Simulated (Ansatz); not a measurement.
```yaml
crystal:
  periodic: [false, false, false]
  atoms:
    - {symbol: Sn, position_ang: [-0.610162, -0.614887, -1.876683]}
    - {symbol: Cl, position_ang: [-2.066885, -2.403960, -2.253257]}
    - {symbol: Cl, position_ang: [0.042633, 0.358835, -3.898643]}
    - {symbol: O, position_ang: [-1.556088, 0.757296, -0.789620]}
    - {symbol: Sn, position_ang: [-1.085628, 1.431292, 1.022510]}
    - {symbol: Cl, position_ang: [-0.735282, 3.738337, 0.889499]}
    - {symbol: Cl, position_ang: [-2.847270, 0.946182, 2.480484]}
    - {symbol: O, position_ang: [0.571130, 0.578195, 1.720289]}
    - {symbol: Sn, position_ang: [1.701598, -0.809001, 0.850087]}
    - {symbol: Cl, position_ang: [1.705693, -2.721119, 2.194881]}
    - {symbol: Cl, position_ang: [3.866980, 0.037779, 0.611959]}
    - {symbol: O, position_ang: [1.013292, -1.298938, -0.951506]}
basis:
  gaussian: {orbitals: def2-TZVP}
magnetization: {spin_polarized: true, initial_magnetization: 2}
hamiltonian: {xc: pbe0, dispersion: d4}
scf: {omitted_lower_state_checks: [starts]}
output: {orbitals: {seedname: orbitals}}
```

```sh
$ ansatz run in.yaml --threads 4 --pin off --events-out ev --progress --plain --max-ram 6963MiB
```

Task: Does this run fit into the memory that it is given?

Result: No. It has 465 basis functions, and Ansatz plans for 8 GiB where 7 GiB are given.
